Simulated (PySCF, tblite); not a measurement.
Isomers of C5H12ClFSi. Method: GFN2-xTB as coded in tblite; computed harmonic values from a numerical Hessian at the method's own geometry, unscaled. Against measured fundamentals such values can be off by several per cent, at times by over 20. Modes of hydrogen on silicon can be 10 to 20 % off. One conformer each.

Electronic energies: PBE0/pcSseg-1 single points on the GFN2-xTB geometries (PySCF, gas phase).

```csv
SMILES,"electronic energy, lowest = 0 (kJ/mol)"
CCC[C@H](F)[SiH2]CCl,35.5
CC[SiH2][C@@H](F)CCCl,26.4
CC[Si@@H](CCl)[C@@H](C)F,0.0
```

**Question.** How do GFN2-xTB zero-point energies change the relative energies?

**Answer.** 
| SMILES | ZPE (kJ/mol) | of it from modes above 1550 cm⁻¹ | electronic (kJ/mol) | with ZPE, lowest = 0 (kJ/mol) | lowest mode (cm⁻¹) | rings |
| --- | --- | --- | --- | --- | --- | --- |
| CC[Si@@H](CCl)[C@@H](C)F | 415.5 | 211.3 | 0.0 | 0.0 | 34 | 0 |
| CC[SiH2][C@@H](F)CCCl | 411.6 | 205.8 | 26.4 | 22.5 | 35 | 0 |
| CCC[C@H](F)[SiH2]CCl | 412.1 | 206.1 | 35.5 | 32.1 | 33 | 0 |

The zero-point energies span 3.9 kJ/mol, from `CC[SiH2][C@@H](F)CCCl` to `CC[Si@@H](CCl)[C@@H](C)F`. The order is unchanged.

**Question.** And how do the electronic energies of GFN2-xTB itself compare?

**Answer.** `CC[Si@@H](CCl)[C@@H](C)F` 31.2; `CC[SiH2][C@@H](F)CCCl` 0.0; `CCC[C@H](F)[SiH2]CCl` 2.6 kJ/mol, lowest = 0. Against the energies above, taken from the same isomer `CC[Si@@H](CCl)[C@@H](C)F`, the largest difference is 64.1 kJ/mol.

**Question.** What do entropy and thermal enthalpy add at 298.15 K and 1 bar (rigid rotor, harmonic oscillator, one conformer each)?

**Answer.** 
```csv
SMILES,point group,symmetry number,S (J/(mol K)),H − H(0) (kJ/mol),ZPE + H − H(0) − TS (kJ/mol)
CC[Si@@H](CCl)[C@@H](C)F,C1,1,464.7,34.09,311.0
CC[SiH2][C@@H](F)CCCl,C1,1,459.1,33.01,307.7
CCC[C@H](F)[SiH2]CCl,C1,1,457.9,32.95,308.5
```
